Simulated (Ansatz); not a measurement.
Total energies of Si(eta1-allyl)H3 (C₃H₈Si) from Ansatz at r2SCAN-D4/def2-TZVPD, gas phase (1 Eh = 27.2114 eV = 2625.5 kJ/mol). The reference geometry is relaxed at PBE0-D4/def2-SVP.

```xyz
12

Si   -1.491    0.296   -0.918
C    -0.457    0.157    0.666
C     0.793   -0.632    0.454
C     2.028   -0.130    0.379
H    -1.096   -0.314    1.433
H    -0.230    1.178    1.014
H     0.660   -1.713    0.320
H     2.220    0.941    0.502
H     2.892   -0.773    0.195
H    -1.798   -1.068   -1.452
H    -0.739    1.059   -1.959
H    -2.781    0.999   -0.633
```

```json
{"state": "charge 0 singlet", "geometry": "reference", "energy (Eh)": "-408.54323"}
{"state": "charge -1 doublet", "geometry": "reference", "energy (Eh)": "-408.49688"}
{"state": "free Si atom (triplet)", "geometry": "–", "energy (Eh)": "-289.34127"}
{"state": "free C atom (triplet)", "geometry": "–", "energy (Eh)": "-37.83299"}
{"state": "free H atom (doublet)", "geometry": "–", "energy (Eh)": "-0.49993"}
```

(1) Work out the vertical electron affinity, to the doublet.

(2) What is the binding energy per atom against free atoms?

(1) E(charge 0 singlet) − E(charge -1 doublet) = -408.54323 − (-408.49688) = -0.04635 Eh = -1.26 eV; negative, so the extra electron isn't bound.

(2) Atoms: 1 × (-289.34127) + 3 × (-37.83299) + 8 × (-0.49993) = -406.83968 Eh. Binding: -406.83968 − (-408.54323) = 1.70355 Eh = 46.36 eV, or 3.86 eV for each of 12 atoms (no zero-point energy, no counterpoise term).

At r2SCAN-D4/def2-TZVPD the highest occupied level of the charge -1 doublet lies above zero (up to 2.65 eV). By energy differences it is unbound by 1.26 eV (vertical, against the charge 0 singlet, at r2SCAN-D4/def2-TZVPD) and held by the finite basis.
